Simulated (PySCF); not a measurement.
Re(O)3(Me) cation (CH₃O₃Re), SMILES [CH3][Re](=[O])(=[O])=[O] (connectivity only; charge and spin as stated), charge +1, multiplicity 2.

Geometry: PBE-D3(BJ)/def2-SVP. The multiplicity is an assumed one; no other spin state was optimised. The isomer is the one that the SMILES or the coordinates give; other isomers of the formula were not compared. The def2 effective core potentials stand for the cores of Re; spin–orbit coupling is left out.

Computed with PBE-D3(BJ)/def2-SVP in PySCF 2.14.0.

Frequencies are harmonic and unscaled.

Modes within 1.5 cm⁻¹ of each other (mostly degenerate sets) share a row, with their intensities summed.

| mode | ν (cm⁻¹) | IR (km/mol) | moving atoms (share of kinetic energy) |
|---|---|---|---|
| 1–3 | 185 | 16.4 | O 53 %, C 28 %, H 17 % |
| 4–5 | 238 | 1.2 | O 89 %, Re 10 % |
| 6 | 241 | 4.2 | O 83 %, Re 15 % |
| 7–8 | 413 | 251.4 | O 79 %, H 11 %, Re 10 % |
| 9 | 592 | 11.9 | C 73 %, H 19 %, Re 8 % |
| 10–11 | 697 | 0.0 | H 73 %, C 19 % |
| 12 | 954 | 15.8 | O 97 % |
| 13 | 1171 | 11.8 | H 82 %, C 18 % |
| 14–15 | 1292 | 41.1 | H 95 % |
| 16 | 2918 | 116.7 | H 98 % |
| 17–18 | 3037 | 72.4 | H 90 %, C 10 % |
